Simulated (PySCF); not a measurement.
Ranking problems on computed properties.

Each SMILES stands for a single optimised conformer of the isolated species, non-relativistic unless stated. Electronic properties by PySCF.

Dipoles, sizes and rotational constants follow the conformer. The torsions of the flexible species, by atom-mapped SMILES:
- `[CH:1]#[C:2][c:3]1[cH:4][n:5][n:6][cH:7][c:8]1[CH:9]=[CH2:10]`: C7–C8–C9–C10 -13°
- `[NH2:1][Si@H:2]([OH:3])[SiH:4]([SiH3:5])[SiH3:6]`: N1–Si2–Si4–Si5 27°, H–N1–Si2–O3 -51°, H–N1–Si2–O3 171°, H–O3–Si2–N1 55°
- `[N:1]#[C:2][CH2:3][SiH2:4][SiH3:5]`: C2–C3–Si4–Si5 58°
- `[CH2:1]=[CH:2][CH2:3]/[P:4]=[C:5](/[CH3:6])[F:7]`: C1–C2–C3–P4 -114°, C2–C3–P4–C5 79°
- `[N:1]#[C:2][SiH2:3][SiH2:4][CH2:5][CH:6]([Cl:7])[Cl:8]`: C2–Si3–Si4–C5 -23°, Si3–Si4–C5–C6 -82°, Si4–C5–C6–Cl7 54°
- `[F:1][C:2]([F:3])=[C:4]([F:5])[c:6]1[cH:7][cH:8][cH:9][o:10]1`: C2–C4–C6–C7 180°
- `[OH:1][SiH2:2][SiH2:3][N:4]([SiH3:5])[SiH3:6]`: O1–Si2–Si3–N4 176°, Si2–Si3–N4–Si5 -105°, H–O1–Si2–Si3 180°
- `[SiH3:1][PH:2][CH:3]1[CH2:4][CH2:5][CH2:6]1`: Si1–P2–C3–C4 61°
- `[SiH3:1][NH:2][Si@@H:3]([SiH3:4])[O:5][SiH3:6]`: Si1–N2–Si3–Si4 -151°, N2–Si3–O5–Si6 -24°

Task: Rank by dipole moment, lowest first (CAM-B3LYP/def2-SVPD at GFN2-xTB geometries).
A. `C#Cc1cnncc1C=C`
B. `[SiH3]PC1CCC1`
C. `N#C[SiH2][SiH2]CC(Cl)Cl`
D. `FC(F)=C(F)c1ccco1`
E. `N[Si@H](O)[SiH]([SiH3])[SiH3]`
F. `O[SiH2][SiH2]N([SiH3])[SiH3]`
G. `F/C(C)=P\CC=C`
H. `N#CC[SiH2][SiH3]`

Result: G (0.69 D), F (1.20 D), B (1.41 D), D (2.47 D), E (2.78 D), H (3.89 D), A (4.60 D), C (4.91 D).

Task: By how much do the two ends of that ranking differ?

Result: By 4.22 D, between `N#C[SiH2][SiH2]CC(Cl)Cl` and `C=CC/P=C(/C)F`.

Task: Rank by HOMO energy, lowest first (CAM-B3LYP/def2-SVPD at GFN2-xTB geometries).
A. `O[SiH2][SiH2]N([SiH3])[SiH3]`
B. `C#Cc1cnncc1C=C`
C. `C1CPCC[SiH2]1`
D. `[SiH3]PC1CCC1`
E. `O([SiH3])[Si@H]([SiH3])N[SiH3]`
F. `N#C[SiH2][SiH2]CC(Cl)Cl`

Result: F (-10.19 eV), E (-8.67 eV), A (-8.48 eV), B (-8.20 eV), D (-8.08 eV), C (-7.97 eV).

Task: Give the two extremes of that set in hartree.

Result: `N#C[SiH2][SiH2]CC(Cl)Cl`: -0.375 Eh; `C1CPCC[SiH2]1`: -0.293 Eh.

Task: Rank by lowest singlet excitation, lowest first (TDDFT CAM-B3LYP/def2-SVPD at GFN2-xTB geometries).
A. `N#C[SiH2][SiH2]CC(Cl)Cl`
B. `C#Cc1cnncc1C=C`
C. `C1CPCC[SiH2]1`
D. `C=CC/P=C(/C)F`
E. `O[SiH2][SiH2]N([SiH3])[SiH3]`
F. `FC(F)=C(F)c1ccco1`

Result: B (3.40 eV), D (4.83 eV), F (5.14 eV), E (5.43 eV), C (6.44 eV), A (6.90 eV).

Task: Give the two extremes of that set as wavelengths.

Result: `C#Cc1cnncc1C=C`: 364 nm; `N#C[SiH2][SiH2]CC(Cl)Cl`: 180 nm.

Task: Rank by lowest triplet excitation (Tamm–Dancoff), highest first (TDA CAM-B3LYP/def2-SVPD at GFN2-xTB geometries).
A. `O[SiH2][SiH2]N([SiH3])[SiH3]`
B. `C#CC1=C(C=C)C=NN=C1`
C. `N#C[SiH2][SiH2]CC(Cl)Cl`
D. `C1CPCC[SiH2]1`
E. `N#CC[SiH2][SiH3]`
F. `FC(F)=C(F)C1=CC=CO1`
G. `[SiH3]N[Si@@H]([SiH3])O[SiH3]`
H. `[SiH3]PC1CCC1`

Result: E (6.40 eV), C (5.90 eV), G (5.51 eV), D (5.38 eV), H (5.19 eV), A (5.05 eV), F (3.02 eV), B (2.74 eV).

Task: Give the two extremes of that set in kJ/mol.

Result: `C#Cc1cnncc1C=C`: 264 kJ/mol; `N#CC[SiH2][SiH3]`: 617 kJ/mol.

Task: Rank by smallest rotational constant, lowest first (GFN2-xTB).
A. `C1CPCC[SiH2]1`
B. `[SiH3]PC1CCC1`
C. `O[SiH2][SiH2]N([SiH3])[SiH3]`
D. `C=CC/P=C(/C)F`
E. `C#CC1=C(C=C)C=NN=C1`
F. `N#C[SiH2][SiH2]CC(Cl)Cl`

Result: F (0.544 GHz), C (0.666 GHz), E (0.793 GHz), B (1.082 GHz), D (1.175 GHz), A (1.388 GHz).

Task: By how much do the two ends of that ranking differ?

Result: By 0.844 GHz, between `C1CPCC[SiH2]1` and `N#C[SiH2][SiH2]CC(Cl)Cl`.

Task: Rank by static isotropic polarisability, lowest first (CAM-B3LYP/def2-SVPD at GFN2-xTB geometries).
A. `O[SiH2][SiH2]N([SiH3])[SiH3]`
B. `N#CC[SiH2][SiH3]`
C. `FC(=C(c1ccco1)F)F`
D. `N[Si@H](O)[SiH]([SiH3])[SiH3]`
E. `N#C[SiH2][SiH2]CC(Cl)Cl`
F. `C1C(CC1)P[SiH3]`

Result: C (78.3 au), B (82.8 au), F (99.5 au), A (114.8 au), E (119.6 au), D (128.6 au).

Task: By how much do the two ends of that ranking differ?

Result: By 50.3 au, between `N[Si@H](O)[SiH]([SiH3])[SiH3]` and `FC(F)=C(F)c1ccco1`.
